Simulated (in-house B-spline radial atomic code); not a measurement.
Successive ionisation energies of rubidium; each step leads to the configuration of the next row (after the last: [Ne] 3s2 3p1/2(2)). Dirac energy differences include first-order Breit, QED and recoil terms. NIST's values go from ground level to ground level; the uncertainty of those that are theory runs from under 0.1 % in few-electron ions to several per cent in heavy many-electron ones. Computed with a radial B-spline atomic code at the basis-set limit: Dirac-Hartree-Fock, jj configuration that fills j = l - 1/2 first, finite nuclei.

A number in brackets counts the electrons of a j subshell.

```
  ion               configuration  ionisation energy (eV)  tabulated value (eV)    tabulated kind  computed minus tabulated (eV)  highest orbital  largest mean radius (bohr)
 Rb8+               [Ar] 3d10 4s1                   149.4               150.628          measured                           -1.2            4s1/2                      1.2633
 Rb9+                   [Ar] 3d10                   275.3                277.12          measured                           -1.9            3d5/2                     0.51554
Rb10+      [Ar] 3d3/2(4) 3d5/2(5)                   315.8                 313.1  tabulated theory                            2.7            3d5/2                       0.509
Rb11+      [Ar] 3d3/2(4) 3d5/2(4)                   358.1                   356  tabulated theory                            2.1            3d5/2                     0.50245
Rb12+      [Ar] 3d3/2(4) 3d5/2(3)                   402.2                   400  tabulated theory                            2.2            3d5/2                     0.49594
Rb13+      [Ar] 3d3/2(4) 3d5/2(2)                   447.9                   443  tabulated theory                            4.9            3d5/2                     0.48949
Rb14+      [Ar] 3d3/2(4) 3d5/2(1)                   495.3                   502  tabulated theory                           -6.7            3d5/2                     0.48311
Rb15+               [Ar] 3d3/2(4)                   548.7                   550  tabulated theory                           -1.3            3d3/2                     0.47681
Rb16+               [Ar] 3d3/2(3)                   599.4                   601  tabulated theory                           -1.6            3d3/2                      0.4702
Rb17+               [Ar] 3d3/2(2)                   651.7                   654  tabulated theory                           -2.3            3d3/2                     0.46509
Rb18+               [Ar] 3d3/2(1)                   705.6                   706  tabulated theory                           -0.4            3d3/2                     0.46002
Rb19+                [Ne] 3s2 3p6                   856.5                   857    semi-empirical                           -0.5            3p3/2                       0.455
Rb20+  [Ne] 3s2 3p1/2(2) 3p3/2(3)                   907.4                 905.3    semi-empirical                            2.1            3p3/2                     0.45106
Rb21+  [Ne] 3s2 3p1/2(2) 3p3/2(2)                   959.3                 958.9    semi-empirical                            0.4            3p3/2                     0.44718
Rb22+  [Ne] 3s2 3p1/2(2) 3p3/2(1)                  1012.1                  1024    semi-empirical                          -11.9            3p3/2                     0.44337
```

Where is the largest jump?

From Rb8+ to Rb9+, by a factor of 1.84 (149.42 to 275.25 eV); the highest orbital goes from 4s1/2 to 3d5/2.

How far is this level of theory from the measured and semi-empirical values?

Over those 6 rows the differences run from -11.9 to +2.14 eV (mean absolute value 3 eV). The calculation leaves out correlation and, in open shells, the multiplet splittings that an average leaves out.
